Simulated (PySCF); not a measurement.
C2H6GeOSi: core ionisation energies

C2H6GeOSi.
Structure used (PBE0-D3(BJ)/def2-SVP), in Å, numbered top down from 1:
```
atom  x, y, z in Å
C1     1.981    1.250   -0.032
C2     1.275    0.260   -0.043
Ge3    0.144   -1.269   -0.069
O4    -1.411   -0.818    0.654
Si5   -2.393    0.519    0.593
H6     2.605    2.126   -0.021
H7    -0.095   -1.702   -1.522
H8     0.720   -2.381    0.810
H9    -1.712    1.719    1.170
H10   -3.619    0.219    1.386
H11   -2.784    0.832   -0.818
```

Computed with delta-SCF UKS SCAN, pcX-2 on the ionised atom, pcseg-1 elsewhere, spin-free X2C (PySCF). Vertical ΔSCF values, vacuum level as zero.

Task: What binding energy does each computed site have?

Result: 
```
atom(s)               bonded to     level  binding energy (eV)  2p1/2 (eV)  above the level's lowest (eV)  count
     C1   C (triple bond) and H      C 1s               290.71           –                          +0.21      1
     C2  C (triple bond) and Ge      C 1s               290.50           –                           0.00      1
     O4               Ge and Si      O 1s               537.40           –                           0.00      1
    Si5               O and 3 H  Si 2p3/2               107.27      107.90                           0.00      1
    Si5               O and 3 H     Si 1s              1847.19           –                           0.00      1
```

The 2 C 1s values lie within 0.21 eV of each other; Gaussian lines of 0.5 eV full width would blend them into one maximum.

Task: Which effective nuclear charge Zeff reproduces each element's mean 1s value in the hydrogen-like formula E = 13.606 eV × Zeff²?

Result: C (Z = 6): mean 290.6 eV, Zeff = 4.62, Z − Zeff = 1.38; O (Z = 8): mean 537.4 eV, Zeff = 6.28, Z − Zeff = 1.72; Si (Z = 14): mean 1847.2 eV, Zeff = 11.65, Z − Zeff = 2.35. Means run over the listed sites, weighted by atom count.

Spin contamination (⟨S²⟩ against 0.75 for a pure doublet) is marked for C 1s of C1 (0.86) and C 1s of C2 (0.87), which makes these values less certain. The 2p values add to the ΔSCF energy of one spin-free hole a correction within the shell (spin–orbit coupling, ligand field). 2p1/2 minus 2p3/2 (ligand field included): Si 0.62 eV. No level of germanium is listed. Geometry: PBE0-D3(BJ)/def2-SVP, one conformer, isolated molecule.
